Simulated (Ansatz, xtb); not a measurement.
**Ranking isomers of FGaH2O2S**

3 gas-phase structures of FGaH2O2S, found in a search over its isomers (lower ones may exist). Each was relaxed with GFN2-xTB; where two conformers were screened, the lower at r2SCAN-D4/def2-SVP is listed:

A. `O=[SH][Ga]([OH])[F]`, a singlet
B. `O[S][Ga]([OH])[F]`, a singlet
C. `[OH][Ga]([OH])[S]F`, a singlet

Task: Estimate their order in r2SCAN-D4/def2-SVP energy at these geometries, lowest first.

Result: Calculated order at r2SCAN-D4/def2-SVP: B (0.000), C (0.495), A (1.477) eV.

Energies above the lowest of each column, in eV; the last columns are at B3LYP/6-31G* geometries and were run for some of them only (a dash: not run or not comparable):

```tsv
structure	GFN2-xTB	HF/STO-3G	r2SCAN-D4/def2-SVP	B3LYP/6-31G*	CCSD(T)/def2-SVP + ΔMP2/def2-TZVPP
B	0.000	0.472	0.000	0.000	0.000
C	0.481	0.000	0.495	0.523	0.449
A	0.600	5.440	1.477	–	–
```

CCSD(T)/def2-SVP + ΔMP2/def2-TZVPP puts B lowest of those it was run on; HF/STO-3G picks C. Flexible structures stand in one conformer each, not always the lowest. Frequencies (B3LYP/6-31G*) were run for B, C alone. ΔMP2 is the change of the MP2 energy from the smaller to the larger basis.

Programs: Ansatz 0.2.0, xtb 6.7.1 (Pople sets with spherical d functions).
